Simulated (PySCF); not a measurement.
Ionisation energy of Nb by level of theory

Nb [Kr] 4d4 5s1 [4d3/2^4 5s1/2^1, M_J = 1/2] → Nb+ [Kr] 4d4 [4d3/2^4, M_J = 0], as a difference of total energies. All numbers are calculated (PySCF 2.14, the two-component X2C-1e Hamiltonian, in x2c-SVPall-2c (6s8p6d1f, 67 functions)). Correlated levels: [Ar] 3d10 frozen; the 6 highest virtual spinors dropped. "Screened" scales the spin-orbit matrix elements by Boettger's factors to mimic the two-electron term; Breit and QED terms are absent.

| method | ionisation energy (eV) | error (eV) |
| --- | --- | --- |
| GHF (spin-free) | 6.020 | -0.739 |
| GMP2 (spin-free) | 6.638 | -0.121 |
| GHF (screened spin-orbit) | 6.014 | -0.745 |
| GMP2 (screened spin-orbit) | 6.632 | -0.127 |

Reference: 6.759 eV (measured; NIST Atomic Spectra Database, ionization energies).

The spin-free rows relax to the high-spin LS determinant and lack the spin-orbit shift.

Errors of the correlated levels include the incompleteness of this basis and the frozen core.

The labels give the starting determinants; with spin-orbit coupling the two ends relaxed to ⟨J²⟩ = 4.62, ⟨L²⟩ = 6.01, ⟨S²⟩ = 8.75 and ⟨J²⟩ = 3.85, ⟨L²⟩ = 6.03, ⟨S²⟩ = 6.00.

The determinant of Nb and of Nb+ mixes levels of different J (the jj label is only the starting occupation), so the difference between spin-free and spin-orbit rows is not the physical spin-orbit shift.
